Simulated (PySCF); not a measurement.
# Two-component Hartree-Fock for P (phosphorus, neutral)

Start: [Ne] 3s1 3p3 4s1; 3s1/2 filled at m_j = +1/2; 3p3/2 filled at m_j = -1/2, +1/2, +3/2; 4s1/2 filled at m_j = +1/2. Calculated with PySCF 2.14 in x2c-SVPall-2c with one added diffuse shell each of s, p type (5s5p1d, 25 functions): generalised Hartree-Fock with the X2C-1e Hamiltonian and a Gaussian nucleus; one run each with spin-orbit coupling (SO) switched off, then screened by Boettger's factors. This is a chosen level, not necessarily the ground level.

| spinor shell | electrons | ε, spin-free (eV) | ε, screened SO (eV) | weight of nominal j (screened SO) | rms radius, screened SO (bohr) |
| --- | --- | --- | --- | --- | --- |
| 1s1/2 | 2 | -2186.9 | -2186.9 | 1.000 | 0.120 |
| 2s1/2 | 2 | -211.05 | -211.05 | 1.000 | 0.561 |
| 2p1/2 | 2 | -152.98 | -154.18 | 0.721 | 0.538 |
| 2p3/2 | 4 | -152.98 | -152.39 | 0.860 | 0.540 |
| 3s1/2 | 1 | -28.866 | -28.866 | 1.000 | 1.94 |
| 3p3/2 | 3 | -15.739 | -15.739 | 0.664 | 2.31 |
| 4s1/2 | 1 | -3.153 | -3.153 | 1.000 | 5.40 |

```
   quantity   spin-free  screened SO
E (hartree)  -341.00817   -341.00841
        M_J         5/2          5/2
       ⟨J²⟩       8.750        8.750
       ⟨L²⟩       0.000        0.000
       ⟨S²⟩       8.750        8.750
```

Each row is a mean over spinors that exchange with the open shell spreads, by up to 1.837 eV (2p3/2).

Rows whose weight is well below 1 are mixtures of j = l ± 1/2: exchange outweighs spin-orbit coupling there, and the label is only the starting occupation.

Without spin-orbit coupling the j labels of p, d and f shells carry no meaning; the spin-free column gives the mean over the occupied spinors of each nl shell.
